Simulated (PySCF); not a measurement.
PySCF job for ammonium (H4N), SMILES [NH4+], charge +1, PBE0/pcJ-1. Coordinates come from a r2SCAN-D4/def2-TZVPD optimisation.

```python
import numpy as np
from pyscf import gto, scf, dft
from pyscf.prop.ssc import rks as ssc

mol = gto.M(
    atom='''
    N    -0.00000000   -0.00000000   -0.00000000
    H     0.59115434   -0.59115434    0.59115434
    H    -0.59115434   -0.59115434   -0.59115434
    H    -0.59115434    0.59115435    0.59115435
    H     0.59115434    0.59115433   -0.59115434
    ''',
    basis='pcJ-1',
    charge=1,
    spin=0,
    max_memory=1600,
    verbose=3,
)
mf = dft.RKS(mol, xc='pbe0')
mf.grids.level = 3
mf.conv_tol = 1e-10
mf.max_cycle = 100
mf.kernel()
j = ssc.SSC(mf)
j.with_fcsd = True
j.max_cycle_cphf = 80
j.conv_tol = 1e-7
e11 = j.kernel()
```

Log of the run:

```
converged SCF energy = -56.8353961359757
Reduced spin-spin coupling constant K (Hz)
               #0        #1        #2        #3        #4
        0 N    0.00000
        1 H   24.40377   0.00000
        2 H   24.40357  -0.43112   0.00000
        3 H   24.40360  -0.43112  -0.43116   0.00000
        4 H   24.40379  -0.43113  -0.43114  -0.43113   0.00000
Spin-spin coupling constant J (Hz)
               #0        #1        #2        #3        #4
        0 N    0.00000
        1 H   55.03747   0.00000
        2 H   55.03702 -13.45088   0.00000
        3 H   55.03710 -13.45098 -13.45220   0.00000
        4 H   55.03752 -13.45123 -13.45141 -13.45140   0.00000
```

The calculation finished and met its thresholds.

Cost: about 15 core-seconds (a rough figure).
